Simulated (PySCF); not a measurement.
Be(OMe)(SH), CH₄BeOS, SMILES [Be]([O]C)[SH], CAM-B3LYP/def2-SVP optimised geometry.

```
8

Be    -0.59     0.18     0.00
O      0.80     0.18     0.00
C      2.18     0.19    -0.02
H      2.55     0.84    -0.84
H      2.58     0.57     0.93
H      2.58    -0.82    -0.18
S     -2.49     0.20     0.01
H     -2.58    -0.84    -0.84
```

Density from CAM-B3LYP/def2-TZVP (PySCF) at that geometry.

Minimum of the electron density along straight lines between bonded atoms, close to the bond critical point (lines longer than 1.1 times the sum of covalent radii, or with two minima, are not listed):

| bond | length / Å | ρ at the minimum / e bohr⁻³ | ∇²ρ there / e bohr⁻⁵ | position (fraction from the first atom) |
|---|---|---|---|---|
| Be1–O2 | 1.385 | 0.136 | 1.31 | 0.36 |
| O2–C3 | 1.379 | 0.267 | -0.38 | 0.66 |
| C3–H4 | 1.104 | 0.279 | -0.98 | 0.65 |
| C3–H5 | 1.103 | 0.279 | -0.98 | 0.65 |
| C3–H6 | 1.103 | 0.279 | -0.98 | 0.65 |
| Be1–S7 | 1.904 | 0.085 | 0.26 | 0.31 |
| S7–H8 | 1.351 | 0.207 | -0.57 | 0.64 |
